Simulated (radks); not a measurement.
N4+, configuration [He] 2s1.

Method: non-relativistic Kohn-Sham, PBEsol, spin-unpolarised, spherical densities, point nucleus; without spin polarisation the odd electron is poorly described; computed with a radial shooting solver on a logarithmic mesh with Libxc functionals.

Energy parts (hartree):
part                      energy
total                  -48.08666
kinetic                 48.00878
electron-nucleus      -102.73232
Hartree                 11.05021
exchange-correlation    -4.41334

Orbitals (lengths in bohr, moments of r in powers of bohr):
orbital  occ.  eigenvalue (hartree)    <r^2>
1s          2             -17.55819  0.07064
2s          1              -3.20327    1.307
2p          0              -2.83440    1.129
3d          0              -1.05877    5.613

The highest occupied level is 2s at -87.166 eV. The electron density at the nucleus is 205.3 e/bohr^3. Summed over all electrons, <r^2> = 1.448 bohr^2, which gives a Langevin (diamagnetic) susceptibility term of -1.15 x 10^-6 cm^3/mol. The density falls to 0.001 e/bohr^3 at r = 2.16 bohr. For comparison, the ionisation energy in NIST's Atomic Spectra Database is 97.890 eV (measured). In exact Kohn-Sham theory the highest level is minus the ionisation energy, but local and semilocal functionals leave it too shallow, through self-interaction and a potential that decays too fast; potentials with the right tail come closer. Virial ratio -V/T = 2.00162.
